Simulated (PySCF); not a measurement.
# Two-component Hartree-Fock for Mo(15+) (molybdenum, charge +15)

Start: [Ar] 3d9; 3d3/2 filled at m_j = -1/2, +1/2, +3/2; 3d5/2 filled at m_j = -5/2, -3/2, -1/2, +1/2, +3/2, +5/2. Calculated with PySCF 2.14 in an uncontracted even-tempered set (17 s from 1.3 bohr⁻², ratio 2.8; 13 p from 1.7 bohr⁻², ratio 2.8; 8 d from 1.7 bohr⁻², ratio 2.8; 4 f from 9 bohr⁻², ratio 3): generalised Hartree-Fock with the X2C-1e Hamiltonian and a Gaussian nucleus; one run each with spin-orbit coupling (SO) screened by Boettger's factors, then bare. This is a chosen level, not necessarily the ground level.

```tsv
spinor shell	electrons	ε, screened SO (eV)	ε, bare SO (eV)	weight of nominal j (bare SO)	rms radius, bare SO (bohr)
1s1/2	2	-20487.6	-20487.6	1.000	0.0404
2s1/2	2	-3287.0	-3287.0	1.000	0.166
2p1/2	2	-3045.7	-3049.6	1.000	0.145
2p3/2	4	-2939.3	-2937.6	1.000	0.149
3s1/2	2	-874.10	-874.12	1.000	0.450
3p1/2	2	-778.58	-779.28	0.989	0.445
3d3/2	3	-602.39	-603.03	0.947	0.429
3d5/2	6	-598.86	-598.46	0.973	0.433
```

Where does 3p3/2 lie, and what is the 3p spin-orbit splitting (bare SO)?

At -762.36 eV, 16.918 eV above 3p1/2.

| quantity | screened SO | bare SO |
| --- | --- | --- |
| E (hartree) | -3958.53369 | -3958.56117 |
| M_J | 3/2 | 3/2 |
| ⟨J²⟩ | 3.750 | 3.750 |
| ⟨L²⟩ | 6.006 | 6.007 |
| ⟨S²⟩ | 0.755 | 0.756 |

Each row is a mean over spinors that exchange with the open shell spreads, by up to 11.517 eV (3p1/2).

Breit and QED terms are absent; they matter most for the inner s and p1/2 levels.

Densities and radii are taken from the X2C orbitals without a picture-change correction, which distorts them close to the nucleus.
